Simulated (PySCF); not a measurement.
A structure optimised at PBE-D3(BJ)/def2-SVP, used in a PySCF frequency run:

```xyz
8

O     -0.6768    -1.9986     0.0000
C      0.4908    -1.6568     0.0000
O      0.8820    -0.3739     0.0000
Si    -0.4497     0.7422     0.0000
F      0.3105     2.1829     0.0000
H      1.3634    -2.3571     0.0000
H     -1.2239     0.6201     1.2672
H     -1.2239     0.6201    -1.2672
```
Charge 0, spin multiplicity 1.

Write its SMILES, formula and point group.

O=CO[SiH2]F, CH₃FO₂Si, Cs

What are its rotational constants (standard atomic weights)?

13.252, 2.3531, 2.0508 GHz
